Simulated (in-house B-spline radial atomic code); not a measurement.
Inner levels of samarium as electrons are removed. A shift is the extra binding of the orbital against the neutral atom ([Xe] 4f6 6s2). Computed with a B-spline radial code for spherical atoms: non-relativistic Hartree-Fock, average of the configuration, point nuclei.

This level leaves out relativity, spin-orbit splitting included, which matters for heavy ions.

| ion | configuration | shift of 3p (eV) | shift of 1s (eV) | shift of 2s (eV) | radius of 3p (bohr) | radius of 1s (bohr) | radius of 2s (bohr) | Σ<r²> (bohr²) | change of density at nucleus (bohr⁻³) |
| --- | --- | --- | --- | --- | --- | --- | --- | --- | --- |
| Sm11+ | [Kr] 4d10 4f3 5s2 | 198.88 | 198.4 | 198.52 | 0.25956 | 0.024473 | 0.10429 | 15.053 | 89.601 |
| Sm12+ | [Kr] 4d10 4f2 5s2 | 233.26 | 230.84 | 231.97 | 0.25951 | 0.024473 | 0.1043 | 14.022 | 111.76 |
| Sm13+ | [Kr] 4d10 4f1 5s2 | 269.49 | 265.03 | 267.28 | 0.25944 | 0.024473 | 0.1043 | 13.095 | 135.5 |
| Sm14+ | [Kr] 4d10 4f1 5s1 | 293.58 | 290.29 | 291.84 | 0.2594 | 0.024473 | 0.1043 | 11.353 | 35.227 |
| Sm15+ | [Kr] 4d10 4f1 | 318.25 | 316.24 | 317.03 | 0.25936 | 0.024473 | 0.1043 | 9.6943 | -72.545 |
| Sm16+ | [Kr] 4d10 | 357.85 | 353.87 | 355.81 | 0.25926 | 0.024473 | 0.10431 | 9.0193 | -60.157 |
| Sm17+ | [Kr] 4d9 | 399.86 | 398.63 | 400.33 | 0.25903 | 0.024473 | 0.1043 | 8.4238 | -38.914 |
| Sm18+ | [Kr] 4d8 | 442.84 | 444.61 | 446.03 | 0.25878 | 0.024474 | 0.10429 | 7.8557 | -16.687 |
| Sm19+ | [Kr] 4d7 | 486.79 | 491.83 | 492.91 | 0.25851 | 0.024474 | 0.10428 | 7.3129 | 6.522 |
| Sm20+ | [Kr] 4d6 | 531.69 | 540.27 | 540.96 | 0.25823 | 0.024474 | 0.10427 | 6.7938 | 30.709 |
| Sm21+ | [Kr] 4d5 | 577.53 | 589.92 | 590.18 | 0.25793 | 0.024474 | 0.10426 | 6.2968 | 55.874 |
| Sm22+ | [Kr] 4d4 | 624.3 | 640.79 | 640.54 | 0.25761 | 0.024474 | 0.10425 | 5.8204 | 82.015 |
| Sm23+ | [Kr] 4d3 | 671.99 | 692.86 | 692.05 | 0.25727 | 0.024474 | 0.10423 | 5.3634 | 109.13 |
| Sm24+ | [Kr] 4d2 | 720.59 | 746.14 | 744.7 | 0.25692 | 0.024474 | 0.10422 | 4.9248 | 137.22 |
| Sm25+ | [Kr] 4d1 | 770.09 | 800.62 | 798.49 | 0.25656 | 0.024474 | 0.1042 | 4.5034 | 166.29 |
| Sm26+ | [Ar] 3d10 4s2 4p6 | 820.48 | 856.29 | 853.4 | 0.25617 | 0.024474 | 0.10419 | 4.0983 | 196.34 |
| Sm27+ | [Ar] 3d10 4s2 4p5 | 870.75 | 915.28 | 908.62 | 0.25621 | 0.024474 | 0.10417 | 3.7096 | 230.4 |
| Sm28+ | [Ar] 3d10 4s2 4p4 | 921.68 | 975.28 | 964.7 | 0.2559 | 0.024473 | 0.10415 | 3.3321 | 265.31 |
| Sm29+ | [Ar] 3d10 4s2 4p3 | 973.27 | 1036.29 | 1021.62 | 0.25558 | 0.024473 | 0.10412 | 2.9654 | 301.07 |
| Sm30+ | [Ar] 3d10 4s2 4p2 | 1025.51 | 1098.31 | 1079.38 | 0.25525 | 0.024472 | 0.1041 | 2.609 | 337.68 |
| Sm31+ | [Ar] 3d10 4s2 4p1 | 1078.39 | 1161.34 | 1137.99 | 0.25491 | 0.024471 | 0.10408 | 2.2624 | 375.14 |
| Sm32+ | [Ar] 3d10 4s2 | 1131.92 | 1225.36 | 1197.43 | 0.25455 | 0.02447 | 0.10405 | 1.9255 | 413.46 |
| Sm33+ | [Ar] 3d10 4s1 | 1185.95 | 1288.45 | 1256.03 | 0.2542 | 0.02447 | 0.10405 | 1.5975 | -105.02 |
